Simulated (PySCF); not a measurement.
## A run, input to output

The script drives PySCF SCF with an in-house response code with single-precision fitted integrals, so total energies wander by about 1e-6 Eh between cycles (the fitting error itself is about 1e-3 Eh and cancels in differences); atoms count from 0. Pop asks for populations, which are stored and not printed.

Job and coordinates (Å):

```
{"job": {"kind": "nmr", "xc": "KT3", "basis": "pcSseg-1", "pop": false}, "charge": 0, "multiplicity": 1}
C      6.945577     0.163826    -1.138943
C      6.488109     0.074640     0.168668
N      5.204916     0.045568     0.468415
C      4.333532     0.105294    -0.540498
C      2.910578     0.073391    -0.212620
C      2.493727    -0.015351     1.116447
C      1.154573    -0.046011     1.430831
C      0.178753     0.011036     0.426928
C     -1.227396    -0.021201     0.754254
C     -1.820977    -0.105958     1.991158
C     -3.218632    -0.113891     1.951488
C     -3.728012    -0.035151     0.677949
C     -5.098574    -0.019597     0.283564
C     -5.630300     0.059137    -0.978187
C     -7.037324     0.049827    -0.986615
C     -7.570770    -0.034898     0.260101
S     -6.363766    -0.106234     1.480491
S     -2.446051     0.050375    -0.492916
C      0.606318     0.100375    -0.903147
C      1.945554     0.131088    -1.219453
N      4.675366     0.191852    -1.827166
C      5.961163     0.220451    -2.116078
H      7.995137     0.187616    -1.379732
H      7.169975     0.024613     1.009095
H      3.242352    -0.059493     1.891620
H      0.857140    -0.114900     2.465229
H     -1.269799    -0.161465     2.911926
H     -3.845230    -0.175263     2.824272
H     -5.023248     0.120930    -1.863763
H     -7.629435     0.104426    -1.882456
H     -8.603798    -0.060502     0.544589
H     -0.133729     0.145320    -1.689812
H      2.270394     0.199949    -2.245678
H      6.205808     0.290897    -3.169139
```

Command:

```bash
OMP_NUM_THREADS=1 python large_run.py task.json out
```

Task: What does the program print?

Result: 
```
start: PBE on a coarse grid of 30919 points
cycle   1  E = -1597.2052526648  dE =  3.912e+00  |g| = 8.452e-01  |ddm| = 6.935e+00
cycle   2  E = -1596.8612151647  dE =  3.440e-01  |g| = 1.400e+00  |ddm| = 2.844e+00
cycle   3  E = -1597.3744524875  dE = -5.132e-01  |g| = 2.781e-01  |ddm| = 2.041e+00
cycle   4  E = -1597.3955042254  dE = -2.105e-02  |g| = 9.446e-02  |ddm| = 4.690e-01
cycle   5  E = -1597.3975362597  dE = -2.032e-03  |g| = 4.000e-02  |ddm| = 1.594e-01
cycle   6  E = -1597.3978678143  dE = -3.316e-04  |g| = 1.742e-02  |ddm| = 5.702e-02
cycle   7  E = -1597.3979397738  dE = -7.196e-05  |g| = 8.152e-03  |ddm| = 2.809e-02
final grid: 283581 points
cycle   8  E = -1617.7048495331  dE = -5.559e-02  |g| = 1.932e-01  |ddm| = 1.163e+00
cycle   9  E = -1617.6986127039  dE =  6.237e-03  |g| = 2.032e-01  |ddm| = 3.736e-01
cycle  10  E = -1617.7051195739  dE = -6.507e-03  |g| = 1.056e-01  |ddm| = 3.619e-01
cycle  11  E = -1617.7080868196  dE = -2.967e-03  |g| = 2.615e-02  |ddm| = 1.404e-01
cycle  12  E = -1617.7082742165  dE = -1.874e-04  |g| = 5.988e-03  |ddm| = 3.433e-02
cycle  13  E = -1617.7082821910  dE = -7.975e-06  |g| = 1.648e-03  |ddm| = 1.024e-02
cycle  14  E = -1617.7082821522  dE =  3.884e-08  |g| = 9.686e-04  |ddm| = 2.906e-03
cycle  15  E = -1617.7082853001  dE = -3.148e-06  |g| = 3.439e-04  |ddm| = 1.481e-03
cycle  16  E = -1617.7082835724  dE =  1.728e-06  |g| = 1.051e-04  |ddm| = 5.356e-04
cycle  17  E = -1617.7082824281  dE =  1.144e-06  |g| = 4.026e-05  |ddm| = 2.036e-04
converged SCF energy = -1617.7082824281

GIAO shielding tensors (ppm)
atom      isotropic    diamagn.    paramagn.     s11        s22        s33       span
  0 C       72.369     261.833    -189.464    -28.728     74.747    171.089    199.817
  1 C       35.330     244.436    -209.106    -65.480     30.606    140.863    206.343
  2 N      -30.387     334.423    -364.810   -265.873   -108.931    283.642    549.515
  3 C       29.147     243.676    -214.529    -46.842     12.802    121.481    168.323
  4 C       56.151     254.291    -198.139    -21.931     34.286    156.099    178.031
  5 C       61.935     249.310    -187.375    -33.328     43.741    175.391    208.719
  6 C       68.785     252.709    -183.924    -20.142     59.681    166.815    186.957
  7 C       55.551     253.477    -197.927    -24.215     26.388    164.479    188.694
  8 C       45.655     259.521    -213.866     -8.067     43.178    101.852    109.919
  9 C       67.801     248.821    -181.020      3.700     52.472    147.231    143.531
 10 C       66.542     250.222    -183.681      5.229     59.955    134.441    129.212
 11 C       49.541     268.502    -218.961     -6.126     39.008    115.742    121.868
 12 C       49.082     250.418    -201.336     -4.274     34.893    116.626    120.900
 13 C       68.645     246.919    -178.274      5.884     57.832    142.219    136.334
 14 C       63.962     250.903    -186.941     -6.354     53.127    145.114    151.468
 15 C       65.747     271.197    -205.450    -13.093     71.264    139.070    152.163
 16 S      314.261    1058.132    -743.871    184.583    344.540    413.660    229.077
 17 S      327.849    1064.684    -736.835    212.477    365.993    405.077    192.600
 18 C       65.926     256.127    -190.201    -20.546     61.934    156.391    176.936
 19 C       61.479     251.842    -190.363    -33.090     42.862    174.665    207.755
 20 N      -30.355     335.344    -365.699   -265.909   -109.102    283.946    549.855
 21 C       35.296     245.596    -210.300    -65.557     30.552    140.893    206.450
 22 H       25.160      24.650       0.510     23.715     24.587     27.176      3.461
 23 H       23.051      26.670      -3.619     18.887     23.632     26.634      7.747
 24 H       22.902      33.709     -10.807     17.419     23.387     27.901     10.482
 25 H       24.060      36.682     -12.622     18.521     24.049     29.611     11.090
 26 H       24.411      35.192     -10.781     19.768     26.250     27.215      7.448
 27 H       24.561      33.534      -8.973     19.703     25.584     28.397      8.694
 28 H       24.553      33.852      -9.299     19.799     25.175     28.684      8.885
 29 H       24.858      28.029      -3.171     21.742     25.065     27.768      6.026
 30 H       24.969      28.196      -3.228     21.865     24.970     28.072      6.207
 31 H       24.172      35.986     -11.815     17.846     23.374     31.296     13.450
 32 H       22.938      33.974     -11.036     17.454     23.244     28.115     10.660
 33 H       23.049      28.073      -5.024     18.878     23.609     26.660      7.782
```

The run took 32 s of wall time on 1 thread of Intel Xeon 6975P-C (shared host), peak memory 0.63 GiB.
